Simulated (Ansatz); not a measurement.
Name a neutral molecule of F, N, Nb, O and H with HOMO energy (ωB97M-V/def2-TZVPP) between -10.85 and -10.55 eV and LUMO energy (PBE0/def2-TZVPP) between -1.40 and -1.10 eV (Ansatz, PBE0-D4/def2-TZVP geometry).

`[NH2][Nb](=[O])([OH])[F]` (-10.65 eV, -1.16 eV). Other molecules can fit too; these were computed, each in one conformer that needn't be the lowest.
